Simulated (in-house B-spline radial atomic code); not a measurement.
# Ga IV (Ga3+): [Ar] 3d10

All numbers are computed (non-relativistic BP86, spin-polarised, spherical fractional occupations; point nucleus) with a B-spline radial code for spherical atoms, not measured.

Z_r = [3n² - l(l+1)]/(2<r>); Z_e = n√(-2ε); the last column is Slater's effective charge. Values are occupation-weighted means over spin.

```csv
shell,electrons,ε (eV),<r> (bohr),Z_r,Z_e,Slater
1s,2,-10128,0.04942,30.35,27.28,30.70
2s,2,-1265.7,0.2215,27.09,19.29,26.85
2p,6,-1125.2,0.1922,26.02,18.19,26.85
3s,2,-176.7,0.6627,20.37,10.81,19.75
3p,6,-131.14,0.6834,18.29,9.31,19.75
3d,10,-52.915,0.7828,13.41,5.92,9.85
```

The least bound orbital is 3d at -52.92 eV, and it is also the most diffuse (<r> = 0.7828 bohr).

The density falls to 0.001 bohr⁻³ at 2.562 bohr; Σ<r²> = 12.545 bohr² gives, by the non-relativistic formula and without the paramagnetism of open shells, a Langevin diamagnetic susceptibility of -9.935×10⁻⁶ cm³/mol.
